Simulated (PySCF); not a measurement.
**Adding and removing an electron: BI**

PBE0; B aug-cc-pVDZ, I aug-cc-pVDZ-PP with ECP28; scalar-relativistic core potentials (PySCF 2.14). Neutral (UKS): singlet (closed shell), Re = 2.145 Å, ωe = 580 cm⁻¹, De = 3.74 eV, HOMO -7.29 eV, LUMO -2.41 eV.

BI⁺ (UKS): doublet (σ ↑), Re = 1.968 Å, ωe = 805 cm⁻¹, De = 3.27 eV to B⁺ + I. The energies at the minima are -320.44337 hartree for BI and -320.10803 for BI⁺.

Work out the adiabatic ionisation energy, without and with harmonic zero-point energies (1 hartree = 27.2114 eV, 1 eV = 8065.5 cm⁻¹), and the change of the bond length.

At PBE0: 0.33534 hartree = 9.125 eV between the minima; the zero-point term (805.0 − 580.0)/2 cm⁻¹ = +0.014 eV makes it 9.139 eV. Re changes by -17.7 pm against the neutral. Minus the HOMO energy is 7.29 eV, -1.84 eV from the value between the minima; self-interaction puts the Kohn–Sham level too high, less so with exact exchange. The electron leaves a σ orbital, and the shorter bond of the ion fits an antibonding orbital, or a change in how ionic the bond is.

BI⁻ (UKS): doublet (π ↑), Re = 2.388 Å, ωe = 333 cm⁻¹, De = 1.18 eV to B + I⁻. The energies at the minima are -320.44337 hartree for BI and -320.47057 for BI⁻.

Work out the adiabatic electron affinity, without and with harmonic zero-point energies (1 hartree = 27.2114 eV, 1 eV = 8065.5 cm⁻¹), and the change of the bond length.

At PBE0: 0.02720 hartree = 0.740 eV between the minima; the zero-point term (580.0 − 333.0)/2 cm⁻¹ = +0.015 eV makes it 0.755 eV. Re changes by +24.3 pm against the neutral. The electron enters a π orbital, and the ion is left as a loose complex of an ion and an atom.

Spin–orbit coupling is left out, which matters for elements this heavy, above all for dissociation energies. For an ion De counts to the pair picked by the measured ionisation energies or electron affinities, which need not be the lowest pair at this level. The highest Kohn–Sham level is positive in this anion. Much of that is self-interaction error, but it also means that the finite basis helps to hold the extra electron. States were picked by a PBE0 search and need not be the measured ground states.
